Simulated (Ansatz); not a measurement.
Calculated with Ansatz (gas phase, PBE0-D4/def2-TZVP geometries, no zero-point term in ΔE). CBS: MP2 limit from def2 TZ/QZ plus the TZ coupled-cluster correction, frozen cores. DFT in def2-TZVPP. B3LYP here is the variant with VWN-RPA as its local correlation; programs differ in this. Each species was taken in one conformer, which may not be the lowest.

Reaction (substitution at a C–O bond): `CO[Si]1(Cl)CO1` + `O[SiH2]B(O)F` → `CO[SiH2]B(O)F` + `O[Si]1(Cl)CO1`

| level | ΔE (kJ/mol) |
| --- | --- |
| B2PLYP | -9.6 |
| B3LYP | -8.8 |
| SCS-MP2/def2-TZVPP | -10.0 |
| MP2/def2-QZVPP | -10.2 |

Q: What does CCSD(T)/CBS give? (Estimate.)

A: Computed: -9.8 kJ/mol. The listed levels differ from it by 0.2, 1.0, -0.2, -0.4 kJ/mol.

Largest T1 diagnostic among the species: 0.013.

In def2-TZVPP, CCSD(T) changes the Hartree–Fock value by −4.8 kJ/mol (the triples alone add −0.7 kJ/mol) and MP2 by −4.9 kJ/mol.
